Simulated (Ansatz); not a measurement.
Coupled-cluster diagnostics for Mg₃O₃⁺, Ansatz.

Geometry of the doublet (r2SCAN-D4/def2-SVP):

```xyz
6

Mg    0.809   -1.285   -0.279
Mg   -2.085    0.040    1.445
Mg    0.577    1.259   -0.682
O    -0.090    0.150    1.003
O     1.762   -0.033   -1.222
O    -0.974   -0.131   -0.265
```

Correlated methods freeze 6 core orbitals; core or outer-core shells of Mg are correlated, in sets that lack core-valence functions. The structure holds 1 bond(s) between oxygen atoms. Another isomer (doublet) lies 0.85 eV lower at PBE0-D4/def2-TZVP; other spin states weren't run for this one.

Estimate the CCSD(T) correlation energy, the shares of MP2 and (T), T1 and the reference's ⟨S²⟩ for: charge 1, doublet, own geometry in def2-SVP; and the rough time on 4 threads of AMD EPYC 7B13 on a shared host.


```json
{"state": "charge 1, doublet, own geometry", "basis": "def2-SVP", "correlation (eV)": "-18.374", "MP2 share (%)": "93.2", "(T) share (%)": "3.2", "T1": "0.032", "⟨S²⟩ (pure)": "0.98 (0.75)", "wall time": "35 s", "remarks": "spin-contaminated (⟨S²⟩ 0.98)"}
```
Customary marks for T1 are 0.02 (closed shells), 0.045 (open shells) and about 0.05 (3d metals). T1 exceeds 0.02 in 1 of 1 rows and 0.045 in 0; the higher it lies, the less the single-reference result can be trusted.
